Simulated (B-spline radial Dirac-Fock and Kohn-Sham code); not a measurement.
**Binding energies of Fe in different valence configurations**

Model: ΔSCF Dirac-Fock with Breit, self-energy and vacuum polarisation, finite nucleus, configuration average. Program: a radial atomic solver. Electron correlation is not included.

Reference: the tabulated ground configuration [Ar] 3d6 4s2, with 1s 7124.2 eV, 2s 862.1 eV, 2p1/2 734.6 eV, 2p3/2 722.4 eV, 3p1/2 70.75 eV, 3p3/2 69.25 eV, Kα1 6401.8 eV, Kβ1 7054.9 eV.

**Question.** One of these configurations gives the following shifts from the reference, in eV: average energy +0.65, 1s -6.76, 2s -7.72, 2p1/2 -7.50, 2p3/2 -7.51, 3p1/2 -5.80, 3p3/2 -5.76, Kα1 +0.75, Kβ1 -0.99. Which?
A. [Ar] 3d5 4s2 4p1
B. [Ar] 3d8
C. [Ar] 3d7 4s1
D. [Ar] 3d6 4s1 4p1

**Answer.** C. The others give [Ar] 3d8: 1s -11.74; [Ar] 3d6 4s1 4p1: 1s +1.50; [Ar] 3d5 4s2 4p1: 1s +9.38.

Values without a named source are computed, but for edge energies of neutral atoms, which are taken from tables.
